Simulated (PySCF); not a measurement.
**Electron correlation in Sb (antimony, neutral)**

Starting occupation: [Kr] 4d10 5s1 5p3 5d1, 5s1/2 with m_j = +1/2, 5p3/2 with m_j = -1/2, +1/2, +3/2, 5d5/2 with m_j = +5/2. Calculation: PySCF 2.14, in x2c-TZVPall-2c with one added diffuse shell each of s, p, d, f type (9s10p6d3f, 90 functions); X2C-1e with screened-nucleus spin-orbit coupling, Gaussian nucleus. Frozen: [Ar] 3d10; 23 electrons correlated; the 6 highest virtual spinors left out.

MP2 pair energies summed by pair of shells (mhartree):

| pair | energy | share (%) |
| --- | --- | --- |
| 4d-4d | -159.14 | 44.1 |
| 4d-4p | -58.20 | 16.1 |
| 4d-5p | -49.51 | 13.7 |
| 4p-4p | -19.83 | 5.5 |
| 4d-5s | -15.04 | 4.2 |
| 4d-4s | -14.71 | 4.1 |
| 5p-5p | -11.47 | 3.2 |
| 4p-4s | -9.77 | 2.7 |
| 5d-5p | -6.74 | 1.9 |
| 4p-5p | -4.89 | 1.4 |
| 4p-5s | -3.06 | 0.8 |
| 5p-5s | -2.93 | 0.8 |
| 4d-5d | -2.39 | 0.7 |
| 4s-4s | -1.63 | 0.5 |
| 4s-5p | -0.69 | 0.2 |
| 5d-5s | -0.52 | 0.1 |
| 4s-5s | -0.35 | 0.1 |
| 4p-5d | -0.18 | 0.0 |
| 4s-5d | -0.03 | 0.0 |

Total MP2 correlation energy: -361.09 mhartree.

The GHF reference relaxed away from the jj start to a determinant that is no pure jj level (⟨S²⟩ = 8.73, ⟨J²⟩ = 24.76); the energies belong to that determinant.

This basis was not built for core-valence correlation, so the inner-shell part is incomplete.
